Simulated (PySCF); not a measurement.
C₂H₆AlF, SMILES C[CH2][AlH][F]. Atoms are numbered in the order given.

```xyz
10

Al    -0.4370     0.6833     0.0000
H     -2.0321     0.7688     0.0000
F      0.3668     2.1649     0.0000
C      0.6372    -0.9597     0.0000
C     -0.1556    -2.2769     0.0000
H      1.3203    -0.9080    -0.8789
H      1.3203    -0.9080     0.8789
H     -0.8135    -2.3664     0.8898
H     -0.8135    -2.3664    -0.8898
H      0.5089    -3.1667     0.0000
```

Coordinates come from a PBE-D3(BJ)/def2-SVP optimisation. The values are those of a single conformer.

Computed with CAM-B3LYP/def2-TZVP (PySCF).

Symmetry labels are those of the subgroup Cs that the program uses (full group Cs).

Computed valence orbital energies around the gap with their symmetry:
```tsv
orbital	symmetry	energy (eV)
HOMO−7	A"	-13.90
HOMO−6	A'	-13.40
HOMO−5	A'	-12.85
HOMO−4	A"	-12.79
HOMO−3	A'	-11.98
HOMO−2	A'	-11.28
HOMO−1	A"	-11.28
HOMO	A'	-9.23
LUMO	A"	-0.05
LUMO+1	A'	0.96
LUMO+2	A'	1.53
LUMO+3	A'	2.92
```
